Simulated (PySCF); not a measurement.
## TmOF at several levels of theory

Computed with PySCF 2.14.0 (density fitting, no spin-orbit coupling) at the geometry relaxed with PBE0:

```xyz
3
TmOF (singlet in the valence; each metal's 4f electrons, 12 of them, lie in its core potential, out of spins and levels)
Tm    0.0223    0.0000   -0.3174
O     1.5154    0.0000    0.7000
F    -1.6447    0.0000    0.7794
```

| level | basis | state | HOMO (eV) | gap (eV) | charge on Tm1 (e) | population of f-type functions on Tm1 (polarisation alone where 4f lies in the core) | dipole about the centre of mass (D) | largest force component (eV/Å) |
| --- | --- | --- | --- | --- | --- | --- | --- | --- |
| PBE0 | Tm lcecp-1-SVP with ECP58, O def2-SVP, F def2-SVP | singlet | -6.62 | 4.04 | 0.90 | 0.07 | 7.58 | 0.01 |
| r2SCAN | the same | singlet | -5.38 | 2.65 | 0.88 | 0.07 | 7.35 | 0.49 |
| PBE0 | Tm lcecp-1-TZVP with ECP58, O def2-TZVP, F def2-TZVP | singlet | -6.61 | 4.04 | 1.30 | 0.07 | 7.86 | 0.17 |

In the lcecp rows the 4f levels are missing from HOMO and gap, and the state counts the valence alone.

Charges are Mulliken's, which hang on the basis. The relaxation used the grid (50, 194), these runs (75, 302) or, all-electron (x2c bases, spin-free X2C Hamiltonian), (99, 590).

Question: What does wB97X with Tm lcecp-1-SVP with ECP58, O def2-SVP, F def2-SVP give here?

Answer: state singlet, HOMO (eV) -8.88, gap (eV) 8.15, charge on Tm1 (e) 0.91, population of f-type functions on Tm1 (polarisation alone where 4f lies in the core) 0.08, dipole about the centre of mass (D) 7.96, largest force component (eV/Å) 0.24. Time: 2 s on 2 threads of Arm Neoverse V1 (shared host), from an already converged density.

In the first row's basis the gap widens with exact exchange: 2.6 eV for r2SCAN (none); 4.0 eV for PBE0 (a fixed share); 8.2 eV for wB97X (rising or full at long range).

An lcecp potential fixes the number of 4f electrons, so in runs with it no electron can move into or out of that shell.
